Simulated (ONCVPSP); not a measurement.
# u(r) = r·R(r): atom against pseudo-atom (gallium)

Columns: radius, all-electron u(r) and pseudo u(r) of the 3s shell (level -181.77 eV) of gallium in the configuration [Ne] 3s2 3p6 3d10; PBE, scalar-relativistic, ONCV scheme, ONCVPSP 4.0.1.

```tsv
r (bohr)	all-electron	pseudo
0.062	0.0140	0.1460
0.125	-0.6844	0.2957
0.188	-0.6267	0.4580
0.250	-0.1486	0.6368
0.312	0.4044	0.8216
0.375	0.8672	0.9934
0.438	1.1764	1.1402
0.500	1.3365	1.2579
0.562	1.3849	1.3321
0.625	1.3533	1.3366
0.688	1.2705	1.2687
0.750	1.1612	1.1609
0.812	1.0402	1.0399
0.875	0.9155	0.9153
0.938	0.7960	0.7957
1.000	0.6870	0.6868
1.062	0.5884	0.5882
1.125	0.4994	0.4993
1.188	0.4216	0.4215
1.250	0.3553	0.3552
1.312	0.2982	0.2981
1.375	0.2488	0.2487
1.438	0.2070	0.2070
1.500	0.1723	0.1722
1.562	0.1431	0.1430
1.625	0.1182	0.1181
```

(1) How many radial nodes do the two functions have?

(2) At about which radius was the pseudo-wave matched?

(3) Is the pseudo-wave norm-conserving?

Results:

(1) The all-electron 3s function has n − l − 1 = 2; the pseudo-wave has 0, since the states of the same l below it are removed with the core.

(2) 0.75 bohr, where the columns begin to agree (steps of 0.06 bohr).

(3) Yes: the ONCV scheme keeps the norm inside the radius equal to the all-electron one, which fixes the energy derivative of the logarithmic derivative at the level.
